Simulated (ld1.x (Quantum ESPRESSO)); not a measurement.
**Cutoff test, Ir, ultrasoft**

- Element: iridium
- Generator: ld1.x (Quantum ESPRESSO) 7.5
- Type: ultrasoft
- Functional: PBE
- Relativity: scalar-relativistic
- Frozen core: [Xe] 4f14
- Valence charge: 9
- Reference configuration: 5d6 6s0 6p0 (charge +3)
- Partial waves: 6s (bound, empty): rcut 1.70, rcutus 2.35 bohr; 6s channel at 2.55 Ry: rcut 1.70, rcutus 2.35 bohr; 6p (bound, empty): rcut 2.25, rcutus 2.75 bohr; 6p channel at 2.35 Ry: rcut 2.25, rcutus 2.75 bohr; 5d (bound): rcut 1.25, rcutus 1.60 bohr; 5d channel at -1.95 Ry: rcut 1.25, rcutus 1.60 bohr
- Local potential: all-electron potential smoothed inside 2.25 bohr (lloc = -1)
- Core correction: Bessel-smoothed model core inside 1.50 bohr
- Augmentation charge: PSQ, radius 1.05 bohr

The pseudo-atom Hamiltonian at the reference potential is diagonalised in spherical Bessel functions j_l(qr) that vanish at 20 bohr, with q² up to the cutoff. All-electron valence levels (Ry): 6s -2.3092, 6p -1.6630, 5d -2.7110.

How do the lowest levels (Ry) of each channel move with the cutoff, and are there ghosts?

```
cutoff (Ry)     s #1     s #2     p #1     p #2     d #1     f #1     f #2  Σ f·Δε (mRy)
          8  -2.3087  -0.9781  -1.6628  -0.7601  -1.8916  -0.7082  -0.4152        4916.9
         12  -2.3089  -0.9786  -1.6629  -0.7607  -2.2061  -0.7159  -0.4192        3029.6
         21  -2.3091  -0.9804  -1.6630  -0.7608  -2.5964  -0.7186  -0.4207         687.7
         30  -2.3092  -0.9813  -1.6630  -0.7608  -2.6921  -0.7188  -0.4207         113.3
         40  -2.3092  -0.9814  -1.6630  -0.7608  -2.7102  -0.7188  -0.4207           4.7
         50  -2.3092  -0.9814  -1.6630  -0.7608  -2.7106  -0.7188  -0.4207           2.9
         70  -2.3092  -0.9814  -1.6630  -0.7608  -2.7109  -0.7188  -0.4207           0.5
         90  -2.3092  -0.9814  -1.6630  -0.7608  -2.7110  -0.7188  -0.4207           0.3
        400  -2.3092  -0.9814  -1.6630  -0.7608  -2.7110  -0.7188  -0.4207           0.0
```

Result: no extra level below or beside the all-electron valence levels (s, p, d, f tested); 10 mRy is reached at 40 Ry and 1 mRy at 70 Ry.

Test run stopped at test 1 of 7 (negative rho).
